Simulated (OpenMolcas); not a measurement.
# Mn4+ in a point-charge field

Mn4+ among 6 point charges of -2 e arranged as a trigonal prism (D3h), 1.65 Å from the ion, with a polar angle of 56.5° against the regular 49.1°.

* Program: OpenMolcas 26.06
* Method: SS-CASPT2, IPEA 0.25 Eh, imaginary shift 0.1 Eh (closed shells correlated: 3s 3p)
* Basis: ANO-RCC-VDZP [5s4p2d1f]
* Scalar Hamiltonian: DKH2, point nucleus
* Active space: 3 electrons in 5 orbitals (3d)
* State averaging: 2S+1 = 4 even, 10 roots; 2S+1 = 2 even, 40 roots
* Spin-orbit coupling: state interaction with AMFI integrals over the reference wave functions

The lowest spin-free states (labels of D3, the rotations of D3h), above the lowest:

```json
{"State": "4A2", "Degeneracy": "1", "E (cm-1)": "0", "Free-ion L (%)": "F (100)"}
{"State": "4A2", "Degeneracy": "1", "E (cm-1)": "190", "Free-ion L (%)": "F (100)"}
{"State": "4A1", "Degeneracy": "1", "E (cm-1)": "200", "Free-ion L (%)": "F (100)"}
{"State": "4E", "Degeneracy": "2", "E (cm-1)": "1670", "Free-ion L (%)": "F (99)"}
{"State": "4E", "Degeneracy": "2", "E (cm-1)": "6000", "Free-ion L (%)": "F (100)"}
{"State": "4A2", "Degeneracy": "1", "E (cm-1)": "18150", "Free-ion L (%)": "P (100)"}
{"State": "2E", "Degeneracy": "2", "E (cm-1)": "18310", "Free-ion L (%)": "G (76)"}
{"State": "2A2", "Degeneracy": "1", "E (cm-1)": "19560", "Free-ion L (%)": "G (98)"}
{"State": "2A1", "Degeneracy": "1", "E (cm-1)": "19590", "Free-ion L (%)": "G (98)"}
{"State": "2E", "Degeneracy": "2", "E (cm-1)": "19930", "Free-ion L (%)": "G (91)"}
{"State": "2A1", "Degeneracy": "1", "E (cm-1)": "20060", "Free-ion L (%)": "G (94)"}
{"State": "4E", "Degeneracy": "2", "E (cm-1)": "20230", "Free-ion L (%)": "P (99)"}
{"State": "2E", "Degeneracy": "2", "E (cm-1)": "20670", "Free-ion L (%)": "G (85)"}
{"State": "2E", "Degeneracy": "2", "E (cm-1)": "24540", "Free-ion L (%)": "P (50)"}
{"State": "2A2", "Degeneracy": "1", "E (cm-1)": "25040", "Free-ion L (%)": "H (56)"}
{"State": "2A1", "Degeneracy": "1", "E (cm-1)": "27150", "Free-ion L (%)": "H (97)"}
{"State": "2A2", "Degeneracy": "1", "E (cm-1)": "27150", "Free-ion L (%)": "H (98)"}
{"State": "2A1", "Degeneracy": "1", "E (cm-1)": "27860", "Free-ion L (%)": "D (94)"}
{"State": "2E", "Degeneracy": "2", "E (cm-1)": "28140", "Free-ion L (%)": "P (47)"}
{"State": "2E", "Degeneracy": "2", "E (cm-1)": "28310", "Free-ion L (%)": "H (78)"}
```

The lowest levels with spin-orbit coupling:

```tsv
E (cm-1)	Degeneracy	Label	2S+1	g
0	2	E3/2	4	0.00 0.00 0.01
220	2	E1/2	4	1.98 2.26 2.26
370	2	E3/2	4	0.00 0.00 5.90
430	2	E1/2	4	0.07 0.07 3.99
870	2	E1/2	4	0.07 0.07 7.99
1300	2	E3/2	4	0.00 0.00 11.99
1970	2	E1/2	4	2.89 3.04 3.04
2220	2	E1/2	4	1.11 4.77 4.77
2250	2	E3/2	4	0.00 0.00 4.08
2310	2	E1/2	4	0.00 0.00 7.98
6080	2	E1/2	4	0.01 0.01 2.00
6390	2	E3/2	4	0.00 0.00 2.00
6660	2	E1/2	4	0.00 0.00 6.00
6900	2	E1/2	4	0.00 0.00 9.98
18420	2	E3/2	2	0.00 0.00 2.29
18560	2	E3/2	4	0.00 0.00 5.67
18560	2	E1/2	4	1.99 3.69 3.69
19060	2	E1/2	2	0.05 0.05 5.82
19840	2	E1/2	2	0.16 0.16 4.13
20120	2	E1/2	2	0.17 2.05 2.05
```

Powder χT (cm3 K/mol): 0.00465 at 2 K, 0.0232 at 10 K, 0.117 at 50 K, 0.256 at 100 K, 0.579 at 200 K, 0.849 at 300 K. The effective moment at 300 K is 2.828 √(χT) = 2.61 μB.

The lowest level has 2S+1 = 4, for which the spin-only value is χT = S(S+1) / 2 = 1.875 cm3 K/mol (g = 2). The computed 0.849 at 300 K differs by -1.026, through orbital momentum, spin-orbit coupling and any other state in reach.

Roots that are degenerate in the reference are averaged as groups; the widest CASPT2 spread within a group is 140 cm-1 (the 2-fold group of multiplicity 4 near 6000 cm-1 above the lowest state of its run). Shifts and gaps below about the spread of the groups concerned are not significant. Spin-orbit coupling mixes the spin-free states strongly: the lowest level takes only 50 % from its leading state, 4A2, which lies 190 cm-1 above the lowest spin-free state. Free-ion shares, where given, are those of the reference states; single-state CASPT2 does not remix them. This is an electrostatic model: the charges have no orbitals. No measured value stands beside these numbers.
